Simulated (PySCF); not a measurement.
# How methods differ on the excitation energy of Ne²⁺

Ne²⁺ [He] 2s2 2p4 (3P) → Ne²⁺ [He] 2s1 2p5 (3P), as a difference of total energies. Computed with PySCF 2.14 in aug-cc-pVDZ-DK, with scalar relativity by spin-free X2C-1e. Correlated levels: valence: 1s2 frozen. The calculations carry no spin-orbit coupling.

| method | excitation energy (eV) |
| --- | --- |
| UHF | 26.861 |
| LDA | 22.937 |
| PBE | 23.267 |
| PBE0 | 24.199 |
| r2SCAN | 24.273 |
| BLYP | 23.171 |
| M06-2X | 24.370 |
| PW91 | 23.240 |
| CAM-B3LYP | 23.965 |
| MP2 (valence) | 25.959 |
| SCS-MP2 (valence) | 25.860 |

How much does correlation contribute at MP2 (valence)?

25.959 − (26.861) = -0.902 eV, measured against UHF.
